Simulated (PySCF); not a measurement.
Zn(Me) (CH3Zn), SMILES [CH3][Zn+], charge +1.

Geometry optimised at r2SCAN-D4/def2-TZVP. The multiplicity is an assumed one; other spin states were not compared. The isomer is the one that the SMILES or the coordinates give; other isomers of the formula were not compared.

Computed with r2SCAN/def2-TZVPD run with PySCF.

The molecule is in vacuum.

Task: Estimate the frontier levels, gap, dipole moment and polarisability. (Estimate from the structure and the level; the computed values follow.)

Result: 
```
Property                                                           Value
------------------------------------------------  ----------------------
highest occupied level                                         -14.03 eV
lowest empty level                                              -9.98 eV
orbital gap                                                      4.05 eV
dipole moment about the centre of nuclear charge                  1.00 D
mean static polarisability                          34.7 bohr³ (5.15 Å³)
polarisability, principal values                  26.5, 26.5, 51.2 bohr³
```
